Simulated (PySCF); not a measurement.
Dipole moment and polarisability of `CCCO[SiH2]O[SiH3]`

Compound: C3H12O2Si2.
Atom-mapped SMILES: `[CH3:1][CH2:2][CH2:3][O:4][SiH2:5][O:6][SiH3:7]` (hydrogens: H8, H9, H10 on C1; H11, H12 on C2; H13, H14 on C3; H15, H16 on Si5; H17, H18, H19 on Si7)

Cartesian coordinates in Å at the GFN2-xTB level; atoms count from 1:
```xyz
19
C3H12O2Si2 angstrom
C     -2.5461    0.9121   -0.3963
C     -1.5675   -0.2535   -0.4489
C     -0.7931   -0.3958    0.8576
O      0.0713   -1.4956    0.8542
Si     1.4070   -1.7457   -0.0215
O      2.2914   -0.3929   -0.1810
Si     2.6467    1.1642    0.0603
H     -3.2710    0.7681    0.4015
H     -2.0185    1.8455   -0.2136
H     -3.0834    0.9983   -1.3372
H     -0.8491   -0.1047   -1.2576
H     -2.1018   -1.1857   -0.6426
H     -1.4856   -0.5414    1.6947
H     -0.2122    0.5193    1.0387
H      2.1339   -2.6885    0.8068
H      1.1368   -2.1378   -1.4018
H      2.5961    1.4553    1.4940
H      1.6494    1.9694   -0.6517
H      3.9859    1.3186   -0.4981
```

Level: PBE0/def2-SVPD (PySCF), static field, nuclei fixed, core orbitals frozen in the response. The polarisability tensor in these axes (au):

```
x   100.76  -2.74   0.82
y    -2.74  93.23  -0.15
z     0.82  -0.15  83.76
```

Problem. Diagonalise the tensor; give its mean and Δα, where Δα² is half the sum of the squared differences of the eigenvalues.

Solution. Principal values 83.72, 92.34 and 101.69 au; mean 92.58 au = 13.72 Å³ = 15.27 × 10⁻⁴⁰ C²·m²/J; Δα = 15.57 au (17 % of the mean).

Problem. What is the dipole moment, and where does it point?

Solution. (-0.87, 1.11, -0.31) D, 1.44 D in size, pointing from the negative to the positive side. Measured along this direction, the outermost atoms are H15 at the negative end and H10 at the positive end.

Problem. Refractivity n − 1 of an ideal gas of it at 273.15 K and 1 atm, from the electronic α?

Solution. N = p/kT = 2.6868 × 10¹⁹ cm⁻³, so n − 1 = 2π × N × 13.72 × 10⁻²⁴ cm³ = 2316 × 10⁻⁶ at long wavelengths, for an ideal gas.

Problem. Traceless (Buckingham) quadrupole moment about the centre of nuclear charge: eigenvalues?

Solution. -3.37, 0.59, 2.78 D·Å. The values depend on the origin, since the dipole doesn't vanish. The electronic extent ⟨r²⟩ about the same centre is 1546 bohr², a root-mean-square distance of 2.42 Å for the 74 electrons.

Problem. Orientational against electronic polarisability at 500 K (dilute gas, rigid molecules)?

Solution. In Gaussian units μ²/3kT = 10.03 Å³ against 13.72 Å³, a ratio of 0.73; the Debye molar polarisation (4π/3)N_A(α + μ²/3kT) is 59.9 cm³/mol, leaving out the vibrational part.

Problem. Find the Langevin capture rate constant for H3+ (3.023 u) meeting this molecule (136.038 u), k = 2.342 × 10⁻⁹ cm³/s × √(α in Å³ / reduced mass in u).

Solution. The reduced mass is 2.96 u, so k = 5.04 × 10⁻⁹ cm³/s. The formula leaves out the permanent dipole, which adds to the capture rate.

Geometry: GFN2-xTB, one conformer, isolated molecule.
